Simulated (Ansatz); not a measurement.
Frontier orbitals of C2H7BO2, SMILES `COBOC`.

| atom | x (Å) | y (Å) | z (Å) |
| --- | --- | --- | --- |
| C1 | -0.075 | 0.976 | 1.854 |
| O2 | 0.140 | 0.248 | 0.667 |
| B3 | -0.751 | 0.282 | -0.355 |
| O4 | -0.535 | -0.419 | -1.488 |
| C5 | 0.615 | -1.219 | -1.680 |
| H6 | 0.749 | 1.677 | 2.002 |
| H7 | -1.016 | 1.534 | 1.818 |
| H8 | -0.103 | 0.286 | 2.701 |
| H9 | -1.757 | 0.933 | -0.285 |
| H10 | 0.301 | -2.249 | -1.862 |
| H11 | 1.152 | -0.858 | -2.559 |
| H12 | 1.280 | -1.192 | -0.814 |

Charge 0, multiplicity 1. The structure was optimised at the PBE0-D4/def2-TZVP level. It is one conformer, not always the lowest. Basis def2-TZVPP, Ansatz.

```csv
functional,HOMO (eV),LUMO (eV),gap (eV)
PBE,-6.69,-0.02,6.67
B97M-V,-7.13,0.26,7.39
PBE0,-8.21,0.93,9.14
r2SCANh,-7.57,0.73,8.30
BHLYP,-9.69,1.78,11.47
LC-ωPBE,-10.99,3.11,14.10
ωB97M-V,-10.60,2.57,13.17
```

Against PBE, PBE0 changes HOMO and LUMO by −1.52 and +0.95 eV, ωB97M-V by −3.90 and +2.59 eV. A gap of 6.68 eV thus becomes 13.17 eV for the same molecule, so an orbital gap means little without its functional. A positive LUMO is unbound and depends on the basis.

LC-ωPBE has ω = 0.4 bohr⁻¹.
